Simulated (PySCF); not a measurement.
**C₆ coefficients of unlike pairs at wB97M-V**

Calculated with PySCF 2.14 from the dipole response of each species, C₆(A,B) = (3/π) ∫ α_A(iu) α_B(iu) du, in atomic units, from isotropic polarisabilities. For ions this is the dispersion term alone; charge-induced terms of lower order in 1/R come first.

| species | configuration | basis | relativity | α (bohr³) | C₆ (like pair) |
| --- | --- | --- | --- | --- | --- |
| Be⁺ | [He] 2s1 (2S) | aug-cc-pVDZ-DK (4s3p2d) | spin-free X2C | 20.50 | 47.46 |
| Se²⁺ | [Ar] 3d10 4s2 4p2 (3P) | aug-cc-pVTZ-PP with ECP10MDF (6s5p4d2f) | core potential | 9.303 | 42.12 |
| Zn⁺ | [Ar] 3d10 4s1 (2S) | def2-TZVPPD (6s6p4d2f1g) | none | 22.53 | 91.23 |
| Zn³⁺ | [Ar] 3d9 (2D) | def2-TZVPPD (6s6p4d2f1g) | none | 1.131 | 2.274 |

Q: Estimate C₆ for Zn⁺ with Be⁺.

A: The integral gives 63.60. The combination rule 2 C_A C_B / (C_A α_B/α_A + C_B α_A/α_B) gives 64.06 and the geometric mean 65.80.

No spin-orbit coupling is included.

The other pairs:

```json
{"pair": "Se²⁺, Be⁺", "C₆": "35.59"}
{"pair": "Zn³⁺, Zn⁺", "C₆": "9.514"}
{"pair": "Zn³⁺, Be⁺", "C₆": "5.045"}
{"pair": "Zn⁺, Se²⁺", "C₆": "56.74"}
{"pair": "Zn³⁺, Se²⁺", "C₆": "7.869"}
```
